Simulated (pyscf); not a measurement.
PySCF, gas phase, ωB97X-D3(BJ)/def2-SVP geometries.

Problem. Estimate the classical barrier height and the reaction energy of `[SiH3][SiH]=[AsH]` → `[SiH2]1[SiH2][AsH]1` at r²SCAN/def2-TZVP. The step runs on the singlet surface, breaks H–Si and forms As–Si, H–Si; take the reactant's lowest minimum found as zero.

Solution. ΔE‡ = 37.9 kcal/mol, ΔE = -10.0 kcal/mol. CCSD(T)/def2-TZVPP + ΔMP2(QZVPP) gives 41.1 kcal/mol and -7.8 kcal/mol. Zero-point energy shifts the barrier by -1.3 kcal/mol. It is a rearrangement, with an imaginary mode of 470i cm⁻¹. One saddle was located; it need not be the lowest between these sides. One closed-shell reference is unstable to symmetry breaking; treat the single-reference values with care. The CCSD(T) − MP2 part came from Ansatz, without density fitting, on the same reference. The frozen core leaves the outer d or s,p core shells of the metals and heavy elements correlated in the MP2 and CC values, and def2-TZVPP describes them poorly, which can shift differences by a few kcal/mol. Elements up to Kr have no core potential and no relativistic terms here.
